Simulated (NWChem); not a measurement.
All runs are NWChem calculations. System: phosphorus nitride (NP), charge 0, spin multiplicity 1, at a geometry optimised with PBE0/def2-SVP. Level: RHF/def2-TZVP.

Input file:

```
start mol
memory heap 200 mb stack 800 mb global 1000 mb
geometry units angstroms nocenter noautoz
  N      0.000000     0.000000     1.014929
  P      0.000000     0.000000    -0.473634
  symmetry group C2v
end
basis spherical
  * library def2-tzvp
end
scf
  rhf
  nopen 0
  maxiter 100
  thresh 1e-7
  semidirect memsize 60000000 filesize 0
end
task scf energy
```

Output (cleaned and shortened):

```
             Northwest Computational Chemistry Package (NWChem) 7.3.0
             --------------------------------------------------------

                                NWChem Input Module
                                -------------------

 Scaling coordinates for geometry "geometry" by  1.889725989
 (inverse scale =  0.529177249)

 Turning off AUTOSYM since
 SYMMETRY directive was detected!

                             Geometry "geometry" -> ""
                             -------------------------

 Output coordinates in angstroms (scale by  1.889725989 to convert to a.u.)

  No.       Tag          Charge          X              Y              Z
 ---- ---------------- ---------- -------------- -------------- --------------
    1 N                    7.0000     0.00000000     0.00000000     1.01492900
    2 P                   15.0000     0.00000000     0.00000000    -0.47363400

 Effective nuclear repulsion energy (a.u.)      37.3270134653

            Nuclear Dipole moment (a.u.)
            ----------------------------
        X                 Y               Z
 ---------------- ---------------- ----------------
     0.0000000000     0.0000000000    -0.0000132281

      Symmetry information
      --------------------

 Group name             C2v
 Group number             16
 Group order               4
 No. of unique centers     2

      Symmetry unique atoms

     1    2


 Summary of "ao basis" -> "" (spherical)
 ------------------------------------------------------------------------------
       Tag                 Description            Shells   Functions and Types
 ---------------- ------------------------------  ------  ---------------------
 *                         def2-tzvp                  on all atoms

 Summary of "ao basis" -> "ao basis" (spherical)
 ------------------------------------------------------------------------------
       Tag                 Description            Shells   Functions and Types
 ---------------- ------------------------------  ------  ---------------------
 N                         def2-tzvp                11       31   5s3p2d1f
 P                         def2-tzvp                13       37   5s5p2d1f

                                 NWChem SCF Module
                                 -----------------

  ao basis        = "ao basis"
  functions       =    68
  atoms           =     2
  closed shells   =    11
  open shells     =     0
  charge          =   0.00
  wavefunction    = RHF
  use symmetry    = T
  symmetry adapt  = T

 Summary of "ao basis" -> "ao basis" (spherical)
 ------------------------------------------------------------------------------
       Tag                 Description            Shells   Functions and Types
 ---------------- ------------------------------  ------  ---------------------
 N                         def2-tzvp                11       31   5s3p2d1f
 P                         def2-tzvp                13       37   5s5p2d1f

      Symmetry analysis of basis
      --------------------------

        a1         30
        a2          6
        b1         16
        b2         16

 Forming initial guess at       0.1s

      Superposition of Atomic Density Guess
      -------------------------------------

 Sum of atomic energies:        -394.96266612

      Non-variational initial energy
      ------------------------------

 Total energy =    -395.168296
 1-e energy   =    -619.125992
 2-e energy   =     186.630683
 HOMO         =      -0.348317
 LUMO         =      -0.059076

      Symmetry analysis of molecular orbitals - initial
      -------------------------------------------------

 !! scf_movecs_sym_adapt:   44 vectors were symmetry contaminated

  Symmetry fudging

 !! scf_movecs_sym_adapt:   40 vectors were symmetry contaminated

  Numbering of irreducible representations:

     1 a1          2 a2          3 b1          4 b2

  Orbital symmetries:

     1 a1          2 a1          3 a1          4 a1          5 b2
     6 b1          7 a1          8 a1          9 b2         10 b1
    11 a1         12 b2         13 b1         14 a1         15 b1
    16 b2         17 a1         18 a1         19 a1         20 a2
    21 a1

 Starting SCF solution at       0.8s

 ----------------------------------------------
         Quadratically convergent ROHF

 Convergence threshold     :          1.000E-07
 Maximum no. of iterations :          100
 Final Fock-matrix accuracy:          1.000E-09
 ----------------------------------------------

              iter       energy          gnorm     gmax       time
             ----- ------------------- --------- --------- --------
                 1     -395.1042297709  9.83D-01  3.97D-01      0.8
                 2     -395.1679335799  2.48D-01  7.24D-02      0.9
                 3     -395.1749820291  1.23D-02  4.09D-03      0.9
                 4     -395.1750040182  1.28D-04  4.19D-05      1.0
                 5     -395.1750040197  1.29D-08  4.54D-09      1.1

       Final RHF  results
       ------------------

         Total SCF energy =   -395.175004019712
      One-electron energy =   -619.806471105349
      Two-electron energy =    187.304453620323
 Nuclear repulsion energy =     37.327013465314

        Time for solution =      0.3s

       Symmetry analysis of molecular orbitals - final
       -----------------------------------------------

  Numbering of irreducible representations:

     1 a1          2 a2          3 b1          4 b2

  Orbital symmetries:

     1 a1          2 a1          3 a1          4 a1          5 b1
     6 b2          7 a1          8 a1          9 a1         10 b1
    11 b2         12 b1         13 b2         14 a1         15 b1
    16 b2         17 a1         18 a1         19 a2         20 a1
    21 a1

             Final eigenvalues
             -----------------

              1
    1  -79.9904
    2  -15.6121
    3   -7.5383
    4   -5.4298
    5   -5.4295
    6   -5.4295
    7   -1.1364
    8   -0.6632
    9   -0.4846
   10   -0.4425
   11   -0.4425
   12    0.0453
   13    0.0453
   14    0.1518
   15    0.3464
   16    0.3464
   17    0.3560
   18    0.4221
   19    0.4221
   20    0.4382
   21    0.5314

                       ROHF Final Molecular Orbital Analysis
                       -------------------------------------

 Vector    9  Occ=2.000000D+00  E=-4.846392D-01  Symmetry=a1
              MO Center=  3.8D-17, -1.7D-17,  3.2D-01, r^2= 2.1D+00
   Bfn.  Coefficient  Atom+Function         Bfn.  Coefficient  Atom+Function
  ----- ------------  ---------------      ----- ------------  ---------------
     8      0.347897  1 N  pz                36      0.342935  2 P  s
    48     -0.313137  2 P  pz                11      0.295934  1 N  pz
    14      0.180725  1 N  pz                45     -0.176252  2 P  pz

 Vector   10  Occ=2.000000D+00  E=-4.425182D-01  Symmetry=b1
              MO Center=  7.5D-17,  1.6D-31,  4.1D-01, r^2= 1.5D+00
   Bfn.  Coefficient  Atom+Function         Bfn.  Coefficient  Atom+Function
  ----- ------------  ---------------      ----- ------------  ---------------
    46      0.324908  2 P  px                 6      0.296690  1 N  px
     9      0.282456  1 N  px                49      0.180392  2 P  px
    12      0.176660  1 N  px

 Vector   11  Occ=2.000000D+00  E=-4.425182D-01  Symmetry=b2
              MO Center=  4.7D-30,  4.3D-18,  4.1D-01, r^2= 1.5D+00
   Bfn.  Coefficient  Atom+Function         Bfn.  Coefficient  Atom+Function
  ----- ------------  ---------------      ----- ------------  ---------------
    47      0.324908  2 P  py                 7      0.296690  1 N  py
    10      0.282456  1 N  py                50      0.180392  2 P  py
    13      0.176660  1 N  py

 Vector   12  Occ=0.000000D+00  E= 4.526124D-02  Symmetry=b1
              MO Center= -3.9D-16, -7.4D-31, -2.6D-01, r^2= 2.9D+00
   Bfn.  Coefficient  Atom+Function         Bfn.  Coefficient  Atom+Function
  ----- ------------  ---------------      ----- ------------  ---------------
    49      0.701124  2 P  px                12     -0.452709  1 N  px
     6     -0.261678  1 N  px                46      0.258929  2 P  px
     9     -0.204757  1 N  px

 Vector   13  Occ=0.000000D+00  E= 4.526124D-02  Symmetry=b2
              MO Center=  5.5D-30,  1.3D-15, -2.6D-01, r^2= 2.9D+00
   Bfn.  Coefficient  Atom+Function         Bfn.  Coefficient  Atom+Function
  ----- ------------  ---------------      ----- ------------  ---------------
    50      0.701124  2 P  py                13     -0.452709  1 N  py
     7     -0.261678  1 N  py                47      0.258929  2 P  py
    10     -0.204757  1 N  py

 Vector   14  Occ=0.000000D+00  E= 1.518224D-01  Symmetry=a1
              MO Center=  2.4D-18,  2.8D-17, -9.9D-01, r^2= 4.6D+00
   Bfn.  Coefficient  Atom+Function         Bfn.  Coefficient  Atom+Function
  ----- ------------  ---------------      ----- ------------  ---------------
     5      3.000872  1 N  s                 36     -2.811400  2 P  s
    51     -2.259139  2 P  pz                14     -1.142070  1 N  pz
    48     -0.443653  2 P  pz                11     -0.251486  1 N  pz
    59     -0.242055  2 P  d  0

 center of mass
 --------------
 x =   0.00000000 y =   0.00000000 z =  -0.01924749

 moments of inertia (a.u.)
 ------------------
          76.306310822441           0.000000000000           0.000000000000
           0.000000000000          76.306310822441           0.000000000000
           0.000000000000           0.000000000000           0.000000000000

  Mulliken analysis of the total density
  --------------------------------------

    Atom       Charge   Shell Charges
 -----------   ------   -------------------------------------------------------
    1 N    7     7.35   0.82  1.15  0.61  0.90  0.30  1.29  1.51  0.73  0.01  0.04  0.00
    2 P   15    14.65   2.01  0.54  1.43  1.06  0.81  4.17  1.70  0.67  1.48  0.58  0.09  0.10  0.02

       Multipole analysis of the density wrt the origin
       ------------------------------------------------

     L   x y z        total         open         nuclear
     -   - - -        -----         ----         -------
     0   0 0 0     -0.000000      0.000000     22.000000

     1   1 0 0     -0.000000      0.000000      0.000000
     1   0 1 0     -0.000000      0.000000      0.000000
     1   0 0 1     -1.276562      0.000000     -0.000013

     2   2 0 0    -13.167528      0.000000      0.000000
     2   1 1 0      0.000000      0.000000      0.000000
     2   1 0 1      0.000000      0.000000      0.000000
     2   0 2 0    -13.167528      0.000000      0.000000
     2   0 1 1      0.000000      0.000000      0.000000
     2   0 0 2    -15.018734      0.000000     37.765804

 Task  times  cpu:        1.1s     wall:        1.1s

 Total times  cpu:        1.1s     wall:        1.1s
```
